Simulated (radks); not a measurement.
Numerical settings for the technetium ion Tc26+, [Ne] 3s2 3p5. Method: scalar-relativistic Kohn-Sham, PBE, spin-polarised, spherical densities, point nucleus; open shells are filled with parallel spins first (spin-orbit coupling, left out, can overturn this in heavy ions); computed with a radial shooting solver on a logarithmic mesh with Libxc functionals. The defaults (mesh step 0.008 in ln r, mesh end at 40 bohr or more with all orbitals vanishing there, Anderson mixing 0.5 over 9 steps, residual threshold near 1e-9 with the energy settled to 1e-9 hartree or 1e-11 of itself, here a cap of 78 iterations) give E = -3832.8059 hartree and 3p at -1394.7 eV in 13 iterations. Run on one thread of a shared host, so times are rough (Intel(R) Xeon(R) Platinum 8488C): 0.13 s of CPU time, 0.13 s wall, 13 iterations on 2476 mesh points. Changes against that run (0 stands for a change within the tolerance of the run):

| setting | iterations | converged | E (mhartree) | e(3p) (meV) | CPU (s) |
|---|---|---|---|---|---|
| mesh step in ln r 0.003 | 13 | yes | 0 | 0 | 0.32 |
| mesh step in ln r 0.02 | 13 | yes | +0.00018 | 0 | 0.06 |
| mesh step in ln r 0.005 | 13 | yes | 0 | 0 | 0.18 |
| mesh end (bohr) 2 | 13 | yes | 0 | 0 | 0.12 |
| mesh end (bohr) 8 | 13 | yes | 0 | 0 | 0.12 |
| residual threshold 0.1 | 9 | yes | +0.000143 | +0.125 | 0.09 |
| residual threshold 0.001 | 9 | yes | +0.000143 | +0.125 | 0.09 |
| mixing 1 | 9 | yes | 0 | 0 | 0.09 |
| linear mixing, mixing 0.8 | 15 | yes | 0 | 0 | 0.13 |
| linear mixing, mixing 0.2 | 78 | no | 0 | -0.0046 | 0.62 |
| mixing history 3 | 13 | yes | 0 | 0 | 0.12 |
| iteration cap 2 | 2 | no | +7.14e+03 | -3.12e+05 | 0.02 |

No run marked as converged misses the energy by more than 1 mhartree. A mesh that ends early acts as a hard wall.
